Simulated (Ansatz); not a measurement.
Relaxation of BFH5NSi (9 atoms, charge 0, multiplicity 1), to a largest force component of 0.015 eV/Å in at most 40 steps.

Method: RKS PBE/STO-3G in Ansatz 0.2.0.

```xyz
9
Properties=species:S:1:pos:R:3
B -0.669 1.251 -0.657
Si 0.367 -0.285 -0.368
N 0.423 -0.622 1.373
F -0.242 -1.588 -1.170
H -0.894 1.680 -1.786
H -1.203 1.878 0.245
H 1.752 -0.043 -0.882
H 1.065 -1.474 1.490
H -0.510 -0.843 1.738
```

Q: Where does it end, and by what steps?

A: The run converged. The force dipped under the threshold on the way, but the program's further checks kept it going. Limits of this set-up: minimal basis. After 19 steps the energy has fallen by 0.278 eV; H6 moved furthest, 0.41 Å.

| step | energy less start (eV) | largest force component (eV/Å) | accepted |
| --- | --- | --- | --- |
| 0 | 0.0000 | 2.656 | yes |
| 1 | -0.2468 | 0.807 | yes |
| 2 | -0.2678 | 0.239 | yes |
| 3 | -0.2724 | 0.057 | yes |
| 4 | -0.2730 | 0.027 | yes |
| 5 | -0.2738 | 0.100 | yes |
| 6 | -0.2688 | 0.349 | no |
| 7 | -0.2745 | 0.026 | yes |
| 8 | -0.2749 | 0.070 | yes |
| 9 | -0.2753 | 0.066 | yes |
| 10 | -0.2703 | 0.398 | no |
| 11 | -0.2759 | 0.040 | yes |
| 12 | -0.2755 | 0.047 | no |
| 13 | -0.2764 | 0.024 | yes |
| 14 | -0.2769 | 0.050 | yes |
| 15 | -0.2772 | 0.072 | yes |
| 16 | -0.2773 | 0.071 | yes |
| 17 | -0.2776 | 0.025 | yes |
| 18 | -0.2777 | 0.011 | yes |
| 19 | -0.2778 | 0.010 | yes |

```xyz
9
Properties=species:S:1:pos:R:3
B -0.723 1.300 -0.681
Si 0.381 -0.302 -0.395
N 0.537 -0.600 1.348
F -0.364 -1.561 -1.207
H -0.671 1.915 -1.688
H -1.523 1.647 0.116
H 1.759 -0.218 -0.891
H 1.092 -1.472 1.567
H -0.399 -0.755 1.813
```

Run time: 34 s on 1 CPU thread of a shared host.
